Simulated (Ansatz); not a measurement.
The same path of AlFH5NSi (9 atoms, charge 0, multiplicity 1) was run twice with different band settings. The coordinate that changes most is the dihedral N1–Si2–Al3–H9.

Theory: Ansatz 0.2.0, RKS BHLYP-D4/def2-SVP.

Relaxed end points:

```xyz
9
Properties=species:S:1:pos:R:3
N -0.766 1.481 0.025
Si 0.081 0.170 0.782
Al 0.469 -1.527 -0.935
F 0.762 -3.090 -0.455
H -0.418 1.871 -0.836
H -1.172 2.207 0.594
H 1.364 0.540 1.457
H -0.791 -0.358 1.862
H 0.471 -1.295 -2.493
```

```xyz
9
Properties=species:S:1:pos:R:3
N -0.738 1.448 0.044
Si 0.064 0.139 0.841
Al 0.469 -1.561 -0.869
F 0.484 -0.989 -2.431
H -0.453 1.714 -0.884
H -1.072 2.245 0.561
H 1.342 0.488 1.536
H -0.822 -0.379 1.917
H 0.726 -3.104 -0.715
```

Common settings: spring 5.0 eV/Å²; optimiser quadratic models (default); start path through a guess of the saddle point; force threshold 0.05 eV/Å; iteration limit 60; end points relaxed.

| run | movable images | climbing image |
| --- | --- | --- |
| 1 | 5 | yes |
| 2 | 2 | no |

**Question.** What does each run give, and how far can it be trusted?

**Answer.** Run 1: converged after 8 iterations, highest image 0.050 eV above the first end. A vibrational analysis at the climbing image gives one clearly imaginary mode, 46i cm⁻¹: a first-order saddle point.
Run 2: converged after 8 iterations, highest image 0.037 eV above the first end. No image climbed, so the highest image needn't sit at the top of the path. So few images can step over the top or miss a turn of the path.
